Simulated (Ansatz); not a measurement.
Computed with Ansatz (an electronic-structure program) with frozen-core CCSD(T)/aug-cc-pVTZ // PBE0-D4/def2-TZVPD. The geometry is that of the parent before the electron was removed.

Ansatz 0.2 input:
```yaml
crystal:
  periodic: [false, false, false]
  atoms:
    - { symbol: C, position_ang: [-0.329555, 0.021074, 0.328901] }
    - { symbol: Cl, position_ang: [1.560026, -0.069411, 0.052334] }
    - { symbol: H, position_ang: [-0.566949, 0.887474, -0.319267] }
    - { symbol: H, position_ang: [-0.645093, -0.844205, -0.286611] }
basis:
  gaussian: { orbitals: aug-cc-pVTZ }
correlation:
  method: ccsd_t
magnetization:
  spin_polarized: true
  initial_magnetization: 1
```

Output:

```
Functional definition: HF
809 factors; integrals over basis functions are off by at most 8.7e-4 eV
mean field evaluation 1: about -13563.2480 eV, gradient 9.3e0 eV
mean field evaluation 2: about -13563.2499 eV, gradient 9.3e0 eV
mean field evaluation 4: about -13564.2760 eV, gradient 1.6e0 eV
mean field evaluation 8: about -13564.3584 eV, gradient 2.5e-1 eV
mean field evaluation 16: about -13564.0485 eV, gradient 3.7e0 eV
mean field evaluation 32: about -13560.2062 eV, gradient 1.9e0 eV
mean field -13564.36129004 eV, -498.4810831546 hartree, gradient 2.0e-6 eV, S^2 0.764524; 1 other end points of the search recorded, 0 dependent functions left out
determinant -13564.36129004 eV, -498.4810831546 hartree, with singles and doubles -13574.65895427 eV, -498.8595153353 hartree
determinant -13561.01402364 eV, -498.3580733832 hartree, with singles and doubles -13571.41041573 eV, -498.7401337459 hartree
6 core orbitals not correlated
reference -13564.36129004 eV, -498.4810831546 hartree; 7, 6 occupied and 129, 130 virtual orbitals, 809 factors
second order -9.35262949 eV of doubles, -0.00000000 eV of singles
cycle   1  -10.18167369 eV  change   -5.8e-1 eV  update   1.9e-2
cycle   2  -10.20175986 eV  change   -2.0e-2 eV  update   5.5e-3
cycle   3  -10.20218697 eV  change   -4.3e-4 eV  update   3.4e-3
cycle   4  -10.20440916 eV  change   -2.2e-3 eV  update   1.8e-3
cycle   5  -10.20541268 eV  change   -1.0e-3 eV  update   1.1e-3
cycle   6  -10.20591642 eV  change   -5.0e-4 eV  update   4.4e-4
cycle   7  -10.20601412 eV  change   -9.8e-5 eV  update   2.0e-4
cycle   8  -10.20601284 eV  change    1.3e-6 eV  update   6.2e-5
cycle   9  -10.20599339 eV  change    1.9e-5 eV  update   2.8e-5
cycle  10  -10.20598527 eV  change    8.1e-6 eV  update   1.3e-5
perturbative correction -0.45745958 eV, -0.0168113293 hartree
Total energy: -13575.02473489 eV, -498.8729575249 hartree
```

Cost: about 40 core-seconds (a rough figure).
